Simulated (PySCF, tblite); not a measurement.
A set of runs on `C[O+](C)[GaH3-]`; the geometry of each is named by its level. Settings lines and outputs come from a driver script.

Compound: C2H9GaO.
Bonds: C1–O2, O2–C3, O2–Ga4. Hydrogens: H5, H6, H7 on C1; H8, H9, H10 on C3; H11, H12, H13 on Ga4.

Step 1: GFN2-xTB harmonic vibrations, gas phase (tblite 0.8.0) (on the GFN2-xTB geometry)
```json
{"job": {"kind": "ir", "xc": "GFN2-xTB", "basis": "xTB"}, "charge": 0, "multiplicity": 1}
```
```
(table of modes left out)
```

33 modes from -19 to 3006 cm⁻¹ (unscaled, harmonic, a negative number standing for an imaginary wavenumber); zero-point energy 60.5 kcal/mol from the real modes; the lowest is imaginary at this level.

Run on one thread of an Arm Neoverse N1, on a shared host.

Step 2: TDDFT CAM-B3LYP/def2-SVPD, vertical, gas phase, core orbitals frozen in the response (PySCF 2.14.0, density-fitted response routines) (on the GFN2-xTB geometry)
```json
{"job": {"kind": "uv", "xc": "CAM-B3LYP", "basis": "def2-SVPD", "nstates": 8, "ntriplets": 3}, "charge": 0, "multiplicity": 1}
```
```
...
Static polarisability (au): isotropic 64.455, principal 61.014 65.684 66.668
Singlet excitations
state   eV       nm        f      main configurations
  1   6.4738    191.5   0.00338   H->L+1 0.69, H->L 0.22
  2   6.7077    184.8   0.00465   H-1->L+1 0.70, H-1->L 0.21
  3   7.1574    173.2   0.14380   H->L 0.67, H->L+1 0.26
  4   7.3813    168.0   0.11597   H-1->L 0.66, H-1->L+1 0.26
  5   7.9563    155.8   0.01062   H->L+4 0.29, H->L+2 0.16, H->L+5 0.12
  6   8.0671    153.7   0.00152   H-2->L 0.37, H->L+3 0.23, H-2->L+1 0.10
  7   8.2897    149.6   0.03265   H->L+3 0.48, H-2->L+1 0.12
  8   8.4504    146.7   0.02419   H->L+4 0.43, H->L+7 0.13, H-2->L 0.11
Triplet excitations (Tamm-Dancoff, eV): 6.0450 6.2417 6.9035
```

HOMO -8.80 eV, LUMO 0.77 eV; lowest singlet 6.47 eV; lowest triplet 6.04 eV (Tamm–Dancoff); mean polarisability 64.5 au.

On x86-64 server, one thread, no GPU (shared host), this took 20 s.

Step 3: delta-SCF UKS SCAN, pcX-2 on the ionised atom, pcseg-1 elsewhere, spin-free X2C (PySCF 2.14.0) (on the GFN2-xTB geometry)
```json
{"job": {"kind": "xps"}, "charge": 0, "multiplicity": 1}
```
```
...
ground state, core basis on atom 0 (C), 145 functions
  E(ground) = -2096.77366266 Eh
hole in C 1s of atom 0
  E(ion) = -2086.00330782 Eh   <S^2> = 0.7722   hole on atom = 1.000   binding energy = 293.076 eV
ground state, core basis on atom 1 (O), 145 functions
  E(ground) = -2096.79936463 Eh
hole in O 1s of atom 1
  E(ion) = -2076.95561027 Eh   <S^2> = 0.7625   hole on atom = 1.000   binding energy = 539.976 eV
```

C1s of C1 293.08 eV; O1s of O2 539.98 eV; one atom stands for each set of equivalent ones. SCF cycles are left out; they run on a coarse grid, and E(ground) and E(ion) are re-evaluated on a finer one. The log counts atoms from 0, this text from 1.

The run took 12 s of wall time on one thread, x86-64 server, no GPU, on a shared host.

Geometry of the electronic-property runs (GFN2-xTB):
```
atom  x, y, z in Å
C1    -0.3196    1.4998    0.0269
O2    -0.1098    0.1051   -0.0858
C3    -1.2815   -0.6666    0.0965
Ga4    1.7275   -0.8855   -0.1526
H5    -0.7092    1.7569    1.0169
H6    -1.0170    1.8448   -0.7431
H7     0.6529    1.9711   -0.1173
H8    -1.7112   -0.4938    1.0880
H9    -2.0229   -0.4278   -0.6730
H10   -0.9798   -1.7119    0.0056
H11    2.5758    0.3291   -0.6103
H12    1.3398   -1.9692   -1.1942
H13    1.8507   -1.3514    1.3244
```

 (This holds for the electronic-property runs.)
